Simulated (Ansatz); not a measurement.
Geometry optimisation, RKS PBE0-D4/def2-SVP in Ansatz 0.2.0.

Input:

```yaml
crystal:
  periodic: [false, false, false]
  atoms:
    - { symbol: C, position_ang: [-0.2375, 1.2041, -0.3208] }
    - { symbol: B, position_ang: [0.5439, 0.0618, 0.3085] }
    - { symbol: O, position_ang: [1.6337, -0.9207, 0.225] }
    - { symbol: Al, position_ang: [0.3979, -1.9715, 0.6602] }
    - { symbol: H, position_ang: [0.3638, 2.1366, -0.4517] }
    - { symbol: H, position_ang: [-1.1499, 1.5046, 0.3195] }
    - { symbol: H, position_ang: [-0.6261, 0.9442, -1.3295] }
    - { symbol: H, position_ang: [-0.8336, -3.0162, 0.5329] }
basis:
  gaussian: { orbitals: def2-SVP }
hamiltonian:
  xc: pbe0
  dispersion: d4
relax:
  f_tol: 0.02
  max_steps: 40
output:
  orbitals: {}
```

Run as:

```bash
$ ansatz run input.yaml --threads 1 --pin off --max-ram 2048MiB --backend cpu --events-out ev --progress --plain --runs-dir out
```

Task: Where does it end, and by what steps?

Result: It converged. The force dipped under the threshold on the way, but the program's further checks kept it going. After 12 steps the energy has fallen by 2.363 eV; H8 moved furthest, 1.18 Å.

```csv
step,energy less start (eV),largest force component (eV/Å),accepted
0,0.0000,4.771,yes
1,-1.1190,2.237,yes
2,-1.6308,1.132,yes
3,-1.9271,0.695,yes
4,-2.1169,0.819,yes
5,-2.2497,0.498,yes
6,-2.3294,0.642,yes
7,-2.3382,0.621,yes
8,-2.3534,0.356,yes
9,-2.3581,0.251,yes
10,-2.3623,0.092,yes
11,-2.3627,0.019,yes
12,-2.3627,0.016,yes
```

```xyz
8
Properties=species:S:1:pos:R:3
C -0.190 1.360 -0.368
B 0.075 -0.119 0.029
O 1.129 -0.861 0.316
Al -0.266 -2.069 0.483
H 0.748 1.937 -0.412
H -0.875 1.834 0.353
H -0.687 1.406 -1.351
H 0.159 -3.545 0.894
```

The run took 44 s on 1 thread of Arm Neoverse V1, with other jobs on the host, peak memory 0.15 GiB.
